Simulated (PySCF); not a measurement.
## How methods differ on the excitation energy of Te²⁺

Te²⁺ [Kr] 4d10 5s2 5p2 (3P) → Te²⁺ [Kr] 4d10 5s1 5p3 (5S), as a difference of total energies. Calculation: PySCF 2.14, in aug-cc-pwCVDZ-PP with ECP28MDF; a scalar-relativistic core potential. Correlated levels: valence: 4s2 4p6 4d10 frozen. The calculations carry no spin-orbit coupling.

| method | excitation energy (eV) |
| --- | --- |
| UHF | 5.392 |
| MP2 (valence) | 6.143 |
| SCS-MP2 (valence) | 6.460 |
| CCSD (valence) | 6.406 |
| CCSD(T) (valence) | 6.422 |

Q: How much does correlation contribute at CCSD(T) (valence)?

A: 6.422 − (5.392) = 1.030 eV, measured against UHF.
